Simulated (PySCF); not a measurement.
A structure optimised at PBE0-D3(BJ)/def2-SVP, used in a PySCF frequency run:

```xyz
11

Cl     0.0000     0.0000    -2.1798
C      0.0000     0.0000    -0.4461
C      0.0000    -1.2189     0.2349
C      0.0000    -1.2236     1.6346
C      0.0000     0.0000     2.2646
C      0.0000     1.2236     1.6346
C      0.0000     1.2189     0.2349
H      0.0000    -2.1536    -0.3295
H      0.0000    -2.1678     2.1854
H      0.0000     2.1678     2.1854
H      0.0000     2.1536    -0.3295
```
Charge 0, spin multiplicity 2.

Task: Write its SMILES, formula and point group.

Result: Clc1cc[c]cc1, C₆H₄Cl, C2v

Task: What are its rotational constants (standard atomic weights)?

Result: 5.5855, 1.6442, 1.2703 GHz
